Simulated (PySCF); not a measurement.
Electronic absorption of (MgTe)4 cube

Species: (MgTe)4 cube, Mg4Te4.
Z-matrix (Å and degrees, PBE0-D3(BJ)/def2-SVP geometry), rows numbered from 1:
```
Mg
Te  1  2.7774
Mg  2  2.7801  1   69.21
Te  1  2.7764  2  107.49  3   -19.98
Mg  4  2.7789  1   69.30  2    94.91
Te  5  2.7737  4  107.22  1    20.17
Mg  2  2.7763  1   69.31  3   -74.81
Te  3  2.7765  2  107.30  1   -95.02
```

Method used: TDDFT wB97X-D/def2-SVPD, vertical, gas phase, core orbitals frozen in the response, def2 core potentials past Kr in PySCF. Spin–orbit coupling is left out.

Problem. What does the calculation give for the low-lying excited states?

Solution. 

```csv
state,E (eV),E (hartree),f,symmetry,"main configurations (H = HOMO, L = LUMO)"
S1,3.35,0.1231,0.0000,–,H-2/H-1/H→L (≥94%)
S2,3.35,0.1232,0.0000,–,H-2/H-1/H→L (≥94%)
S3,3.35,0.1232,0.0000,–,H-2/H-1/H→L (≥94%)
S4,3.60,0.1323,0.038,T2,"H-3→L (76%), H-4→L (14%)"
S5,3.60,0.1324,0.038,T2,"H-4→L (72%), H-3→L (11%), H-5→L (9%)"
S6,3.61,0.1326,0.039,T2,H-5→L (82%)
S7,4.26,0.1564,0.0000,–,"H-2/H-1/H→L+1/L+2 (≥40%), H-2/H-1/H→L+3 (≥27%)"
S8,4.29,0.1577,0.0000,–,"H-2/H-1/H→L+1/L+2 (≥22%), H-7→L (20%), H-6→L (18%)"
S9,4.29,0.1578,0.0000,–,"H-6→L (21%), H-7→L (18%), H-2/H-1/H→L+3 (≥15%)"
```

Triplets, Tamm–Dancoff:

```csv
state,E (eV),λ (nm),"main configurations (H = HOMO, L = LUMO)"
T1,3.27,379.6,H-2/H-1/H→L (≥91%)
T2,3.27,379.2,H-2/H-1/H→L (≥90%)
T3,3.27,379.1,H-2/H-1/H→L (≥90%)
```

The lowest singlet level (S1/S2/S3) lies at 3.35 eV (370 nm, ultraviolet) and is dark (f under 0.0005). The strongest level in the table is S4/S5/S6 at 3.60 eV (344 nm, f = 0.116 summed). S1/S2/S3, S4/S5/S6 and S8/S9 lie within about 0.01 eV of each other in each set; the point group Td has degenerate representations, and within a degenerate level the listed configurations can mix freely. Löwdin shares by element: HOMO (one of a set within 0.03 eV) tellurium 79% (atoms not listed hold the other 21%); LUMO magnesium 72% (atoms not listed hold the other 28%). Orbital energies (eV): HOMO-3 -8.15, HOMO-2 -7.97, HOMO-1 -7.97, HOMO -7.97, LUMO -1.01, LUMO+1 0.04, LUMO+2 0.04. Of the 9 states listed, 3 reach f = 0.01 and 6 stay under 0.0005. No computed singlet lies in the visible range (380 to 750 nm); the lowest, at 370 nm, stands 0.09 eV above its violet end (3.26 eV); a Tamm–Dancoff triplet lies at 380 nm, without intensity as long as spin–orbit coupling is left out. Symmetry labels in Td follow from the direction of the transition dipole and are given only for states with f of 0.002 or more. Orbitals of the list HOMO-3 to LUMO+2 that lie within 0.01 eV of each other are written together with a slash and their weights summed (≥ marks a lower bound); for degenerate orbitals outside that list single weights are arbitrary. Only the lowest 10 singlets were computed, as vertical energies without vibronic structure. The highest level found (4.32 eV, f 0.0000 so far) is left out, since the window may have cut off a degenerate partner.

One conformer stands for the species.
